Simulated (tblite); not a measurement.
A tight-binding relaxation on `BOBS[SiH3]`.

Computed with GFN2-xTB geometry optimisation, gas phase (tblite 0.8.0). Start geometry: from a force field or distance geometry. The input is one job of a driver script: a line of settings, then coordinates in Å.

Command:
```bash
OMP_NUM_THREADS=1 python probes_run.py task.json out
```

Input:
```
{"job": {"kind": "relax", "xc": "GFN2-xTB", "basis": "xTB"}, "charge": 0, "multiplicity": 1}
B      2.400600     0.489300     0.059900
O      0.975200     0.339100    -0.211500
B      0.617100    -0.885900    -0.900400
S     -1.258300    -1.070900    -1.204100
Si    -2.266300     0.152800     0.267600
H      2.807900    -0.149000     0.971400
H      2.764700     1.628400     0.067800
H      1.236900    -1.864200    -0.909500
H     -1.217200     0.553800     1.236600
H     -3.315900    -0.590600     0.949700
H     -2.739100     1.399900    -0.353600
```

Output:
```
step      E/eV     max force
  0    -398.84753    4.251
  1    -399.42885    2.611
  2    -399.85891    1.830
  3    -399.95541    1.065
  4    -400.01929    0.495
  5    -400.03187    0.491
  6    -400.05442    0.283
  7    -400.06489    0.369
  8    -400.08553    0.395
  9    -400.10542    0.436
... (103 lines left out)
113    -400.48673    0.028
114    -400.48686    0.031
115    -400.48714    0.042
116    -400.48733    0.038
117    -400.48751    0.027
118    -400.48761    0.025
119    -400.48771    0.030
120    -400.48776    0.027
121    -400.48780    0.012
122    -400.48780    0.004
```

«max force» is the largest atomic force in eV/Å.

**Question.** From which step on does the largest force stay under 0.1 eV/Å, and how much energy is left to gain from there?

**Answer.** From step 94 (0.083 eV/Å), 5.2 meV above the end.

Main results: energy lowered by 37.8 kcal/mol over 122 steps; largest atomic force 0.004 eV/Å at the end.

The run took 0.62 s on an Arm Neoverse V1 with one thread (shared host).
Labels such as C1 count atoms from 1, the log's own numbers from 0.
